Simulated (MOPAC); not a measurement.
Input for MOPAC: AM1 on C2H8Si (a complex), monomers drawn apart or pushed together.

```
AM1 1SCF PRECISE CHARGE=0 THREADS=1
C2H8Si

Si    -0.12315732 1    -0.18564680 1    -0.10546491 1
H     -1.16259986 1     0.76680909 1     0.34192555 1
H     -0.18361018 1    -0.31357874 1    -1.58152181 1
H     -0.35964253 1    -1.51124081 1     0.50651735 1
H      1.21492303 1     0.31392981 1     0.27995126 1
C      0.30846288 1    -0.49952776 1     3.17382801 1
C     -0.15026428 1     0.74005615 1     3.08442617 1
H      1.34584144 1    -0.73841872 1     2.97351876 1
H     -0.33502187 1    -1.32694112 1     3.44676762 1
H     -1.18847068 1     0.97885507 1     3.28022901 1
H      0.49275250 1     1.56640027 1     2.80702746 1
```

Output:

```
*******************************************************************************
 **                                                                           **
 **                              MOPAC v23.2.5                                **
 **                                                                           **
 *******************************************************************************
 ** MOPAC's Digital Object Identifier: https://doi.org/10.5281/zenodo.6511958 **
 **                                                                           **
 ** Please cite the open-source release paper for use of this MOPAC version:  **
 ** J. E. Moussa and J. J. P. Stewart (2026)                                  **
 ** MOPAC: An open-source semiempirical molecular orbital program             **
 ** J. Open Source Softw., 11(119), 8025, https://doi.org/10.21105/joss.08025 **
 *******************************************************************************

                              AM1 CALCULATION RESULTS

 *******************************************************************************
 *  AM1        - The AM1 Hamiltonian to be used
 *
 *
 *
 *                 CHARGE ON SYSTEM = 0
 *
 *
 *
 *  PRECISE    - TIGHTER CRITERIA TO BE USED
 *  1SCF       - DO 1 SCF AND THEN STOP
 *  THREADS=1  - MULTI-THREADING NOT USED
 *  T=         - A TIME OF 172800.0 SECONDS REQUESTED
 *  DUMP=N     - RESTART FILE WRITTEN EVERY 7200.0 SECONDS REQUESTED
 *******************************************************************************
AM1 1SCF PRECISE CHARGE=0 THREADS=1
 C2H8Si

   ATOM   CHEMICAL          X               Y               Z
  NUMBER   SYMBOL      (ANGSTROMS)     (ANGSTROMS)     (ANGSTROMS)

     1      Si         -0.12315732  *  -0.18564680  *  -0.10546491  *
     2       H         -1.16259986  *   0.76680909  *   0.34192555  *
     3       H         -0.18361018  *  -0.31357874  *  -1.58152181  *
     4       H         -0.35964253  *  -1.51124081  *   0.50651735  *
     5       H          1.21492303  *   0.31392981  *   0.27995126  *
     6       C          0.30846288  *  -0.49952776  *   3.17382801  *
     7       C         -0.15026428  *   0.74005615  *   3.08442617  *
     8       H          1.34584144  *  -0.73841872  *   2.97351876  *
     9       H         -0.33502187  *  -1.32694112  *   3.44676762  *
    10       H         -1.18847068  *   0.97885507  *   3.28022901  *
    11       H          0.49275250  *   1.56640027  *   2.80702746  *



          CARTESIAN COORDINATES

    NO.       ATOM           X           Y           Z

     1        Si         -0.1232     -0.1856     -0.1055
     2         H         -1.1626      0.7668      0.3419
     3         H         -0.1836     -0.3136     -1.5815
     4         H         -0.3596     -1.5112      0.5065
     5         H          1.2149      0.3139      0.2800
     6         C          0.3085     -0.4995      3.1738
     7         C         -0.1503      0.7401      3.0844
     8         H          1.3458     -0.7384      2.9735
     9         H         -0.3350     -1.3269      3.4468
    10         H         -1.1885      0.9789      3.2802
    11         H          0.4928      1.5664      2.8070

  H: (AM1): M.J.S. DEWAR ET AL, J. AM. CHEM. SOC. 107 3902-3909 (1985)
  C: (AM1): M.J.S. DEWAR ET AL, J. AM. CHEM. SOC. 107 3902-3909 (1985)
 Si: (AM1): M.J.S.DEWAR, C. JIE, ORGANOMETALLICS, 6, 1486-1490 (1987).

           Empirical Formula: C2 H8 Si  =    11 atoms



      MOLECULAR POINT GROUP   :   Cs


      RHF CALCULATION, NO. OF DOUBLY OCCUPIED LEVELS = 10


 -------------------------------------------------------------------------------
 AM1 1SCF PRECISE CHARGE=0 THREADS=1
 C2H8Si



     1SCF WAS SPECIFIED, SO BFGS WAS NOT USED
     SCF FIELD WAS ACHIEVED


                              AM1 CALCULATION
                                                       MOPAC v23.2.5 Linux




          FINAL HEAT OF FORMATION =         24.26679 KCAL/MOL =     101.53225 KJ/MOL


          COSMO AREA              =        127.31 SQUARE ANGSTROMS
          COSMO VOLUME            =        117.28 CUBIC ANGSTROMS

          IONIZATION POTENTIAL    =         10.451868 EV
          HOMO LUMO ENERGIES (EV) =        -10.452  1.327
          NO. OF FILLED LEVELS    =         10
          MOLECULAR WEIGHT        =         60.1707         POINT GROUP:  Cs

          MOLECULAR DIMENSIONS (Angstroms)

            Atom       Atom       Distance
            H     9    H     3     5.13162
            H    11    H     4     3.58640
            H     8    H    10     2.89110


          SCF CALCULATIONS        =          1





   ATOM   CHEMICAL          X               Y               Z
  NUMBER   SYMBOL      (ANGSTROMS)     (ANGSTROMS)     (ANGSTROMS)

     1      Si         -0.12315732  *  -0.18564680  *  -0.10546491  *
     2       H         -1.16259986  *   0.76680909  *   0.34192555  *
     3       H         -0.18361018  *  -0.31357874  *  -1.58152181  *
     4       H         -0.35964253  *  -1.51124081  *   0.50651735  *
     5       H          1.21492303  *   0.31392981  *   0.27995126  *
     6       C          0.30846288  *  -0.49952776  *   3.17382801  *
     7       C         -0.15026428  *   0.74005615  *   3.08442617  *
     8       H          1.34584144  *  -0.73841872  *   2.97351876  *
     9       H         -0.33502187  *  -1.32694112  *   3.44676762  *
    10       H         -1.18847068  *   0.97885507  *   3.28022901  *
    11       H          0.49275250  *   1.56640027  *   2.80702746  *

                             CARTESIAN COORDINATES

   1   Si       -0.123157320    -0.185646800    -0.105464910
   2    H       -1.162599860     0.766809090     0.341925550
   3    H       -0.183610180    -0.313578740    -1.581521810
   4    H       -0.359642530    -1.511240810     0.506517350
   5    H        1.214923030     0.313929810     0.279951260
   6    C        0.308462880    -0.499527760     3.173828010
   7    C       -0.150264280     0.740056150     3.084426170
   8    H        1.345841440    -0.738418720     2.973518760
   9    H       -0.335021870    -1.326941120     3.446767620
  10    H       -1.188470680     0.978855070     3.280229010
  11    H        0.492752500     1.566400270     2.807027460


           Empirical Formula: C2 H8 Si  =    11 atoms



      MOLECULAR POINT GROUP   :   Cs


                  EIGENVALUES
 -33.53796 -22.05470 -16.13202 -15.93087 -14.33649 -12.34654 -12.23515 -12.22965
 -12.01001 -10.45187   1.32746   1.66091   1.67214   1.67259   2.16512   4.07217
   4.43616   5.08663   5.57283   5.66412


              NET ATOMIC CHARGES AND DIPOLE CONTRIBUTIONS

  ATOM NO.   TYPE          CHARGE      No. of ELECS.   s-Pop       p-Pop
    1         Si           0.615954        3.3840     0.87114     2.51290
    2          H          -0.152230        1.1522     1.15223
    3          H          -0.160589        1.1606     1.16059
    4          H          -0.152241        1.1522     1.15224
    5          H          -0.155069        1.1551     1.15507
    6          C          -0.221070        4.2211     1.24133     2.97974
    7          C          -0.221008        4.2210     1.24132     2.97969
    8          H           0.111369        0.8886     0.88863
    9          H           0.111780        0.8882     0.88822
   10          H           0.111760        0.8882     0.88824
   11          H           0.111344        0.8887     0.88866
 DIPOLE           X         Y         Z       TOTAL
 POINT-CHG.    -0.017     0.004     0.138     0.139
 HYBRID         0.007     0.003     0.011     0.014
 SUM           -0.010     0.007     0.149     0.149


          ATOMIC ORBITAL ELECTRON POPULATIONS

     Atom    s        px        py        pz
    1 Si   0.87114   0.83958   0.84054   0.83279
    2  H   1.15223
    3  H   1.16059
    4  H   1.15224
    5  H   1.15507
    6  C   1.24133   1.01222   0.96762   0.99989
    7  C   1.24132   1.01275   0.96689   1.00005
    8  H   0.88863
    9  H   0.88822
   10  H   0.88824
   11  H   0.88866

 **********************
 *                    *
 * JOB ENDED NORMALLY *
 *                    *
 **********************




 == MOPAC DONE ==
```

The run finished.

Cost: roughly 0.020 core-seconds.
